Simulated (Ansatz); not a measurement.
Geometry optimisation, Ansatz 0.2.0, RKS PBE-D4/cc-pVDZ.

Input file:

```yaml
crystal:
  periodic: [false, false, false]
  atoms:
    - { symbol: F, position_ang: [-1.99308, 0.05448, 0.9663] }
    - { symbol: B, position_ang: [-0.86827, -0.37695, 0.41186] }
    - { symbol: Si, position_ang: [0.5048, 0.91921, -0.20202] }
    - { symbol: S, position_ang: [-0.75202, -2.16535, 0.27095] }
    - { symbol: H, position_ang: [0.11873, 1.56066, -1.46361] }
    - { symbol: H, position_ang: [0.75271, 1.98371, 0.77312] }
    - { symbol: H, position_ang: [1.79053, 0.24994, -0.45504] }
    - { symbol: H, position_ang: [-1.92704, -2.46795, 0.81487] }
basis:
  gaussian: { orbitals: cc-pVDZ }
hamiltonian:
  xc: pbe
  dispersion: d4
relax:
  f_tol: 0.015
  max_steps: 40
```

Launched with:

```bash
$ ansatz run input.yaml --threads 1 --pin off --max-ram 2048MiB --backend cpu --events-out ev --progress --plain --runs-dir out
```

Where does it end, and by what steps?

The forces met the threshold. The force dipped under the threshold on the way, but the program's further checks kept it going. After 9 steps the energy has fallen by 0.161 eV; F1 moved furthest, 0.25 Å.

| step | energy less start (eV) | largest force component (eV/Å) | accepted |
| --- | --- | --- | --- |
| 0 | 0.0000 | 1.503 | yes |
| 1 | -0.1422 | 0.386 | yes |
| 2 | -0.1517 | 0.243 | yes |
| 3 | -0.1559 | 0.139 | yes |
| 4 | -0.1571 | 0.176 | yes |
| 5 | -0.1583 | 0.061 | yes |
| 6 | -0.1596 | 0.008 | yes |
| 7 | -0.1598 | 0.129 | yes |
| 8 | -0.1605 | 0.073 | yes |
| 9 | -0.1607 | 0.005 | yes |

```xyz
8
Properties=species:S:1:pos:R:3
F -2.152 0.105 0.778
B -0.941 -0.362 0.391
Si 0.525 0.914 -0.216
S -0.631 -2.147 0.413
H 0.064 1.701 -1.421
H 0.852 1.900 0.882
H 1.780 0.161 -0.582
H -1.871 -2.515 0.871
```

Whether the end is a true minimum wasn't checked by a vibrational analysis.

Time of the run: 28 s on 1 thread of Arm Neoverse V1, on a shared host, peak memory 0.14 GiB.
